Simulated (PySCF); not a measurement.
An unknown is described by computed data only.

Formula: C11H11ClO2.

| Item | Value |
| --- | --- |
| UV, strongest line | among the 10 lowest singlet transitions: S10 at 6.78 eV (183 nm, f = 0.030) [TDDFT CAM-B3LYP/def2-SVPD] |
| Triplet | lowest triplet excitation (Tamm–Dancoff): 3.56 eV [TDA CAM-B3LYP/def2-SVPD] |
| 1H NMR | chemical shifts (computed TMS as zero) by class: 8.10 (1 H), 7.20 (1 H), 7.17 (1 H), 7.07 (1 H), 6.82 (1 H), 6.80 (1 H), 4.47 (1 H), 4.46 (1 H), 1.54 (3 H) ppm [GIAO PBE0/pcSseg-1] |
| 13C NMR | chemical shifts (computed TMS as zero) by class: 164.4 (1 C), 160.9 (1 C), 154.3 (1 C), 149.4 (1 C), 149.1 (1 C), 146.1 (1 C), 144.4 (1 C), 92.5 (1 C), 62.3 (1 C), 55.3 (1 C), 23.4 (1 C) ppm [GIAO PBE0/pcSseg-1] |
| Polarisability | 135.9 au [CAM-B3LYP/def2-SVPD] |
| Rotational structure | rotational constants A, B, C: 1.123, 0.440, 0.376 GHz [PBE0-D3(BJ)/def2-SVP] |
| Dipole | 0.92 D [CAM-B3LYP/def2-SVPD] |
| UV, first state | lowest singlet excitation: 5.10 eV (243 nm, f = 0.017) [TDDFT CAM-B3LYP/def2-SVPD] |
| NMR, other nuclei | isotropic shieldings of nuclei other than C and H, by class: -128 (1 O), 100 (1 O), 755 (1 Cl) ppm [GIAO PBE0/pcSseg-1] |

Gas-phase values; electronic properties from PySCF, density fitting. Levels stand in brackets. Isolated species at its PBE0-D3(BJ)/def2-SVP geometry (one conformer only). Each NMR value is the plain mean over a class of atoms that symmetry, rotation or inversion makes alike.

Question: Propose a structure and show how it fits.

Answer: Numbering: `[CH3:1][C@@H:2]([Cl:3])[C:4]1=[CH:5][C@:6]2([O:7][CH:8]=[O:9])[CH:10]=[CH:11][C@H:12]1[CH:13]=[CH:14]2`. Its formula, C11H11ClO2, gives 6 degrees of unsaturation: 2 rings and 4 π bonds in the structure found. 11 carbons fall into 11 classes; from least to most shielded: ester carbonyl carbon [C8] (164.4 ppm), fully substituted alkene carbon [C4] (160.9 ppm), alkene CH carbon [C14] (154.3 ppm), alkene CH carbon [C10] (149.4 ppm), alkene CH carbon [C11] (149.1 ppm), alkene CH carbon [C5] (146.1 ppm), alkene CH carbon [C13] (144.4 ppm), ring sp3 carbon bound to oxygen [C6] (92.5 ppm), sp3 C–Cl carbon [C2] (62.3 ppm), sp3 carbon at a ring junction [C12] (55.3 ppm), methyl carbon [C1] (23.4 ppm). Hydrogen classes from least to most shielded: 1 H on an ester carbonyl carbon, C8 (8.10 ppm), 1 H on an alkene CH carbon, C14 (7.20 ppm), 1 H on an alkene CH carbon, C11 (7.17 ppm), 1 H on an alkene CH carbon, C10 (7.07 ppm), 1 H on an alkene CH carbon, C13 (6.82 ppm), 1 H on an alkene CH carbon, C5 (6.80 ppm), 1 H on an sp3 C–Cl carbon, C2 (4.47 ppm), 1 H on an sp3 carbon at a ring junction, C12 (4.46 ppm), 3 H on a methyl carbon, C1 (1.54 ppm). The other shieldings belong to: -128 ppm, ester carbonyl oxygen [O9]; 100 ppm, ester single-bonded oxygen [O7]; 755 ppm, alkyl chlorine [Cl3]. The optimised geometry has point group C1 and is an asymmetric top. Structure: `[C@H]12C=C[C@](OC=O)(C=C1[C@H](Cl)C)C=C2`. The assignments are read from this structure; whether some other isomer fits the data as well wasn't checked. The mirror image fits equally.

The values belong to the conformer `[CH3:1][C@@H:2]([Cl:3])[C:4]1=[CH:5][C@:6]2([O:7][CH:8]=[O:9])[CH:10]=[CH:11][C@H:12]1[CH:13]=[CH:14]2`: C1–C2–C4–C5 -1°, C5–C6–O7–C8 61°, C6–O7–C8–O9 0°.
